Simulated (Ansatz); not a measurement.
Ansatz results at the PBE0-D4/def2-TZVP geometry: HOMO–LUMO gap (PBE/def2-TZVPP) 5.67 eV; HOMO energy (ωB97M-V/def2-TZVPP) -9.17 eV; HOMO energy (PBE/def2-TZVPP) -5.65 eV.

Each molecule was computed in one conformer, which needn't be the lowest.

**Question.** Which molecule gave them?
A. `BN([SiH3])CC`
B. `C=CN(C)[SiH2]Cl`
C. `C=CNCC`
D. `C[SiH](C)N([SiH](C)C)[Si](C)(C)C`

**Answer.** D. The others give `C=CNCC`: 4.64, -7.92, -4.59; `BN([SiH3])CC`: 5.60, -10.23, -6.73; `C=CN(C)[SiH2]Cl`: 4.73, -8.54, -5.28.
